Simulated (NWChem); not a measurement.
System: ditellurium (Te2, triplet); SMILES [Te]=[Te]

NWChem input:

```
start job
memory heap 200 mb stack 900 mb global 1100 mb
geometry units angstroms noautoz
  Te     0.000000     0.000000     1.281807
  Te     0.000000     0.000000    -1.281807
end
basis spherical
  * library def2-svpd
end
ecp
  Te library def2-ecp
end
dft
  odft
  mult 3
  xc hfexch
  iterations 150
  mulliken
end
task dft gradient
```

Parts of the log:

```
             Northwest Computational Chemistry Package (NWChem) 7.3.0
             --------------------------------------------------------

 ORDER OF PRIMARY AXIS IS BEING SET TO 4
 D4H symmetry detected

                             Geometry "geometry" -> ""
                             -------------------------

 Output coordinates in angstroms (scale by  1.889725989 to convert to a.u.)

  No.       Tag          Charge          X              Y              Z
 ---- ---------------- ---------- -------------- -------------- --------------
    1 Te                  52.0000     0.00000000     0.00000000     1.28180700
    2 Te                  52.0000     0.00000000     0.00000000    -1.28180700

 Effective nuclear repulsion energy (a.u.)     558.1555106561

      Symmetry information
      --------------------

 Group name             D4h
 Group number             28
 Group order              16
 No. of unique centers     1

 Summary of "ao basis" -> "ao basis" (spherical)
 ------------------------------------------------------------------------------
       Tag                 Description            Shells   Functions and Types
 ---------------- ------------------------------  ------  ---------------------
 Te                        def2-svpd                13       35   5s5p3d

      Symmetry analysis of basis
      --------------------------

        a1g        13
        a1u         0
        a2g         0
        a2u        13
        b1g         3
        b1u         3
        b2g         3
        b2u         3
        eg         16
        eu         16

            General Information
            -------------------
          SCF calculation type: DFT
          Wavefunction type:  spin polarized.
          No. of atoms     :     2
          No. of electrons :    48
           Alpha electrons :    25
            Beta electrons :    23
          Charge           :     0
          Spin multiplicity:     3
          Use of symmetry is: on ; symmetry adaption is: on
          Maximum number of iterations: 150
          AO basis - number of functions:    70
                     number of shells:    26
          Convergence on energy requested:  1.00D-06
          Convergence on density requested:  1.00D-05
          Convergence on gradient requested:  5.00D-04

              XC Information
              --------------
                     Hartree-Fock (Exact) Exchange  1.000

      Superposition of Atomic Density Guess
      -------------------------------------

 Sum of atomic energies:        -622.44325928

      Non-variational initial energy
      ------------------------------

 Total energy =    -534.001205
 1-e energy   =   -1170.770237
 2-e energy   =     517.872001
 HOMO         =      -0.180758
 LUMO         =      -0.180758

 !!!!!!!!!!!!!!!!!!!!!!!!!!!!!!!!!!!!!!!!!!!!!!!!!!!!!!!!!!!!!!!!!!!!!!
 Warning - the HOMO and LUMO are degenerate and you are using symmetry.
 This can lead to non-variational energies and poor convergence.
 Modify the initial guess, or use an open-shell wavefunction, or turn
 off symmetry.
 !!!!!!!!!!!!!!!!!!!!!!!!!!!!!!!!!!!!!!!!!!!!!!!!!!!!!!!!!!!!!!!!!!!!!!

   Symmetry analysis of molecular orbitals - initial alpha
   -------------------------------------------------------

 !! scf_movecs_sym_adapt:   12 vectors were symmetry contaminated

  Symmetry fudging

 !! scf_movecs_sym_adapt:   12 vectors were symmetry contaminated

  Numbering of irreducible representations:

     1 a1g         2 a1u         3 a2g         4 a2u         5 b1g
     6 b1u         7 b2g         8 b2u         9 eg         10 eu

  Orbital symmetries:

     1 a1g         2 a2u         3 a1g         4 a2u         5 eu
     6 eu          7 eg          8 eg          9 a1g        10 eu
    11 eu         12 b1g        13 b2g        14 eg         15 eg
    16 b2u        17 b1u        18 a2u        19 a1g        20 a2u
    21 a1g        22 eu         23 eu         24 eg         25 eg
    26 a2u        27 a2u        28 a1g        29 eu         30 eu
    31 a1g        32 eg         33 eg         34 b1g        35 b2g

   Symmetry analysis of molecular orbitals - initial beta
   ------------------------------------------------------

 !! scf_movecs_sym_adapt:   12 vectors were symmetry contaminated

  Symmetry fudging

 !! scf_movecs_sym_adapt:   12 vectors were symmetry contaminated

  Numbering of irreducible representations:

     1 a1g         2 a1u         3 a2g         4 a2u         5 b1g
     6 b1u         7 b2g         8 b2u         9 eg         10 eu

  Orbital symmetries:

     1 a1g         2 a2u         3 a1g         4 a2u         5 eu
     6 eu          7 eg          8 eg          9 a1g        10 eu
    11 eu         12 b1g        13 b2g        14 eg         15 eg
    16 b2u        17 b1u        18 a2u        19 a1g        20 a2u
    21 a1g        22 eu         23 eu         24 eg         25 eg
    26 a2u        27 a2u        28 a1g        29 eu         30 eu
    31 a1g        32 eg         33 eg         34 b1g        35 b2g

     ---------------------------------------------
      Total Density - Mulliken Population Analysis
     ---------------------------------------------

    Atom       Charge   Shell Charges
 -----------   ------   -------------------------------------------------------
    1 Te  24    24.00   1.77  0.27  1.23  0.68 -0.00  2.89  3.14  1.93  1.98  0.06  9.85  0.20  0.01
    2 Te  24    24.00   1.77  0.27  1.23  0.68 -0.00  2.89  3.14  1.93  1.98  0.06  9.85  0.20  0.01

     --------------------------------------------
      Spin Density - Mulliken Population Analysis
     --------------------------------------------

    Atom       Charge   Shell Charges
 -----------   ------   -------------------------------------------------------
    1 Te  24     1.00  -0.00  0.00 -0.00  0.00  0.00 -0.03  0.03  0.47  0.49  0.03  0.00  0.01  0.00
    2 Te  24     1.00   0.00  0.00  0.00  0.00  0.00 -0.03  0.03  0.47  0.49  0.03  0.00  0.01  0.00

 !! scf_movecs_sym_adapt:   12 vectors were symmetry contaminated

  Symmetry fudging

 !! scf_movecs_sym_adapt:   10 vectors were symmetry contaminated

 !! scf_movecs_sym_adapt:   10 vectors were symmetry contaminated

  Symmetry fudging

 !! scf_movecs_sym_adapt:    6 vectors were symmetry contaminated

   convergence    iter        energy       DeltaE   RMS-Dens  Diis-err
 ---------------- ----- ----------------- --------- --------- ---------
 d= 0,ls=0.0,diis     1   -534.0079930669 -6.53D+02  2.46D-03  1.14D-02
                                                     2.23D-03  1.31D-02
 d= 0,ls=0.0,diis     2   -534.0223268731 -1.43D-02  9.95D-04  2.66D-03
                                                     9.47D-04  1.96D-03
 d= 0,ls=0.0,diis     3   -534.0247276867 -2.40D-03  7.89D-04  3.62D-04
                                                     6.42D-04  3.58D-04
 d= 0,ls=0.0,diis     4   -534.0254854041 -7.58D-04  2.17D-04  1.76D-05
                                                     1.85D-04  1.63D-05
 d= 0,ls=0.0,diis     5   -534.0255237036 -3.83D-05  4.54D-05  5.91D-07
                                                     4.41D-05  1.07D-06
  Resetting Diis
 d= 0,ls=0.0,diis     6   -534.0255254813 -1.78D-06  4.53D-06  1.12D-08
                                                     5.24D-06  2.93D-08
 d= 0,ls=0.0,diis     7   -534.0255255226 -4.13D-08  6.47D-07  6.70D-10
                                                     5.65D-07  6.46D-10

         Total DFT energy =     -534.025525522599
      One electron energy =    -1170.539735021680
           Coulomb energy =      557.139846066412
    Exchange-Corr. energy =      -39.522668423072
 Nuclear repulsion energy =      118.897031855742

 Numeric. integr. density =        0.000000000000

                  Occupations of the irreducible representations
                  ----------------------------------------------

                     irrep           alpha         beta
                     --------     --------     --------
                     a1g               5.0          5.0
                     a1u               0.0          0.0
                     a2g               0.0          0.0
                     a2u               4.0          4.0
                     b1g               1.0          1.0
                     b1u               1.0          1.0
                     b2g               1.0          1.0
                     b2u               1.0          1.0
                     eg                6.0          4.0
                     eu                6.0          6.0

                    DFT Final Alpha Molecular Orbital Analysis
                    ------------------------------------------

 Vector   23  Occ=1.000000D+00  E=-4.195416D-01  Symmetry=eu
              MO Center=  2.0D-16, -1.6D-16, -2.2D-15, r^2= 3.6D+00
   Bfn.  Coefficient  Atom+Function         Bfn.  Coefficient  Atom+Function
  ----- ------------  ---------------      ----- ------------  ---------------
    12      0.354671  1 Te px                47      0.354671  2 Te px
    15      0.271450  1 Te px                50      0.271450  2 Te px
    13     -0.243203  1 Te py                48     -0.243203  2 Te py
    16     -0.186137  1 Te py                51     -0.186137  2 Te py
     9     -0.136248  1 Te px                44     -0.136248  2 Te px

[...]

                         DFT ENERGY GRADIENTS

    atom               coordinates                        gradient
                 x          y          z           x          y          z
   1 Te      0.000000   0.000000   2.422264    0.000000   0.000000   0.007592
   2 Te      0.000000   0.000000  -2.422264    0.000000   0.000000  -0.007592
```

Level: UHF/def2-SVPD with def2 effective core potentials on Te. Structure relaxed at the PBE0/def2-SVP, spin-unrestricted level. No stability test was run on the SCF state. def2 effective core potentials on Te; no spin-orbit coupling.
